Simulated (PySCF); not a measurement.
C3H8Si, charge +1, doublet, at a GFN2-xTB geometry (a state made from the parent by changing its charge; the spin is typed, not shown lowest); CCSD(T)/STO-3G (PySCF).

Input for PySCF:
```python
from pyscf import gto, scf, cc

mol = gto.M(
    atom='''
C     1.05833802    0.47727651    0.97110393
C     0.96501957   -0.69868733    0.01191923
Si   -0.84211903   -0.37976868   -0.77270691
C    -0.31879072    0.99011582    0.58104385
H     1.86318259    1.16764572    0.73806192
H     1.13584709    0.18482051    2.01377110
H     1.68976193   -0.65965217   -0.79669617
H     0.94572194   -1.66504962    0.50831183
H    -1.87958013   -1.31092150   -0.34989867
H    -0.85038746    0.07979365   -2.15504985
H    -0.29912040    1.95664619    0.08499323
H    -1.04316039    0.95124873    1.39000123
''',
    basis='sto-3g',
    charge=1,
    spin=1,
    verbose=4,
)

mf = scf.UHF(mol)
mf.kernel()

mycc = cc.CCSD(mf, frozen=8)
mycc.kernel()
et = mycc.ccsd_t()
print('E(CCSD(T)) = %.10f' % (mycc.e_tot + et))
```

The log (banner, timings and long lists left out):

```
PySCF version 2.14.0

[INPUT] verbose = 4
[INPUT] num. atoms = 12
[INPUT] num. electrons = 39
[INPUT] charge = 1
[INPUT] spin (= nelec alpha-beta = 2S) = 1
[INPUT] symmetry False subgroup None
[INPUT] Mole.unit = angstrom
[INPUT] Symbol           X                Y                Z      unit          X                Y                Z       unit  Magmom
[INPUT]  1 C      1.058338020000   0.477276510000   0.971103930000 AA    1.999969005014   0.901921889588   1.835120466189 Bohr   0.0
[INPUT]  2 C      0.965019570000  -0.698687330000   0.011919230000 AA    1.823622692146  -1.320327700404   0.022524080316 Bohr   0.0
[INPUT]  3 Si    -0.842119030000  -0.379768680000  -0.772706910000 AA   -1.591374330984  -0.717658795888  -1.460204434459 Bohr   0.0
[INPUT]  4 C     -0.318790720000   0.990115820000   0.581043850000 AA   -0.602427151853   1.871047731399   1.098013742863 Bohr   0.0
[INPUT]  5 H      1.863182590000   1.167645720000   0.738061920000 AA    3.520904815158   2.206530621321   1.394734891771 Bohr   0.0
[INPUT]  6 H      1.135847090000   0.184820510000   2.013771100000 AA    2.146439919484   0.349260146102   3.805475856564 Bohr   0.0
[INPUT]  7 H      1.689761930000  -0.659652170000  -0.796696170000 AA    3.193187263416  -1.246561938775  -1.505537565790 Bohr   0.0
[INPUT]  8 H      0.945721940000  -1.665049620000   0.508311830000 AA    1.787155456592  -3.146487765611   0.960570144576 Bohr   0.0
[INPUT]  9 H     -1.879580130000  -1.310921500000  -0.349898670000 AA   -3.551891674874  -2.477282605804  -0.661212657650 Bohr   0.0
[INPUT] 10 H     -0.850387460000   0.079793650000  -2.155049850000 AA   -1.606999399165   0.150788144979  -4.072454001285 Bohr   0.0
[INPUT] 11 H     -0.299120400000   1.956646190000   0.084993230000 AA   -0.565255634270   3.697525421774   0.160613927142 Bohr   0.0
[INPUT] 12 H     -1.043160390000   0.951248730000   1.390001230000 AA   -1.971287441094   1.797599576040   2.626721637509 Bohr   0.0

nuclear repulsion = 165.25108540642
number of shells = 22
number of NR pGTOs = 96
number of NR cGTOs = 32
basis = sto-3g
ecp = {}

******** <class 'pyscf.scf.uhf.UHF'> ********
method = UHF
initial guess = minao
damping factor = 0
level_shift factor = 0
DIIS = <class 'pyscf.scf.diis.CDIIS'>
diis_start_cycle = 1
diis_space = 8
diis_damp = 0
SCF conv_tol = 1e-09
SCF conv_tol_grad = None
SCF max_cycles = 50
direct_scf = True
direct_scf_tol = 1e-13
number electrons alpha = 20  beta = 19
Set gradient conv threshold to 3.16228e-05
init E= -402.780435840026

cycle= 1 E= -402.178638136276  delta_E= 0.602  |g|= 0.19  |ddm|= 2.77
cycle= 2 E= -402.212217412538  delta_E= -0.0336  |g|= 0.0542  |ddm|= 0.35
cycle= 3 E= -402.215340717611  delta_E= -0.00312  |g|= 0.0203  |ddm|= 0.0995
cycle= 4 E= -402.216132107726  delta_E= -0.000791  |g|= 0.0104  |ddm|= 0.0518
cycle= 5 E= -402.216451097985  delta_E= -0.000319  |g|= 0.00572  |ddm|= 0.0375
cycle= 6 E= -402.216585610282  delta_E= -0.000135  |g|= 0.00174  |ddm|= 0.0366
cycle= 7 E= -402.216594522051  delta_E= -8.91e-06  |g|= 0.000561  |ddm|= 0.00837
cycle= 8 E= -402.216595251396  delta_E= -7.29e-07  |g|= 0.000231  |ddm|= 0.00216
cycle= 9 E= -402.216595370729  delta_E= -1.19e-07  |g|= 8.3e-05  |ddm|= 0.000857
cycle= 10 E= -402.216595386193  delta_E= -1.55e-08  |g|= 2.48e-05  |ddm|= 0.000347
cycle= 11 E= -402.216595387468  delta_E= -1.27e-09  |g|= 7.76e-06  |ddm|= 9.28e-05
cycle= 12 E= -402.216595387625  delta_E= -1.57e-10  |g|= 2.73e-06  |ddm|= 3.1e-05
Extra cycle  E= -402.21659538764  delta_E= -1.48e-11  |g|= 1.69e-06  |ddm|= 5.71e-06
converged SCF energy = -402.21659538764  <S^2> = 0.76958114  2S+1 = 2.0194862

******** <class 'pyscf.cc.uccsd.UCCSD'> ********
CC2 = 0
CCSD nocc = (np.int64(12), np.int64(11)), nmo = (24, 24)
frozen orbitals 8
max_cycle = 50
direct = 0
conv_tol = 1e-07
conv_tol_normt = 1e-06
diis_space = 6
diis_start_cycle = 0
diis_start_energy_diff = 1e+09
Init t2, MP2 energy = -0.191648818409451
Init E_corr(UCCSD) = -0.191648818413284
cycle = 1  E_corr(UCCSD) = -0.233230858645579  dE = -0.0415820402  norm(t1,t2) = 0.0820918
cycle = 2  E_corr(UCCSD) = -0.24642406061101  dE = -0.013193202  norm(t1,t2) = 0.0337858
cycle = 3  E_corr(UCCSD) = -0.255161032608339  dE = -0.008736972  norm(t1,t2) = 0.0165112
cycle = 4  E_corr(UCCSD) = -0.255008845088997  dE = 0.000152187519  norm(t1,t2) = 0.0044609
cycle = 5  E_corr(UCCSD) = -0.25501307794373  dE = -4.23285473e-06  norm(t1,t2) = 0.00169689
cycle = 6  E_corr(UCCSD) = -0.2550056535723  dE = 7.42437143e-06  norm(t1,t2) = 0.000885063
cycle = 7  E_corr(UCCSD) = -0.254987540480391  dE = 1.81130919e-05  norm(t1,t2) = 0.000397133
cycle = 8  E_corr(UCCSD) = -0.254992685757582  dE = -5.14527719e-06  norm(t1,t2) = 0.000139259
cycle = 9  E_corr(UCCSD) = -0.254995507552573  dE = -2.82179499e-06  norm(t1,t2) = 4.67595e-05
cycle = 10  E_corr(UCCSD) = -0.254995631293742  dE = -1.23741168e-07  norm(t1,t2) = 1.57467e-05
cycle = 11  E_corr(UCCSD) = -0.254995023064306  dE = 6.08229436e-07  norm(t1,t2) = 5.44825e-06
cycle = 12  E_corr(UCCSD) = -0.254994738482796  dE = 2.8458151e-07  norm(t1,t2) = 2.31049e-06
cycle = 13  E_corr(UCCSD) = -0.254994689496221  dE = 4.89865742e-08  norm(t1,t2) = 9.804e-07
UCCSD converged
E(UCCSD) = -402.4715900771358  E_corr = -0.2549946894962214
UCCSD(T) correction = -0.00298485653415093
E(CCSD(T)) = -402.4745749337
```
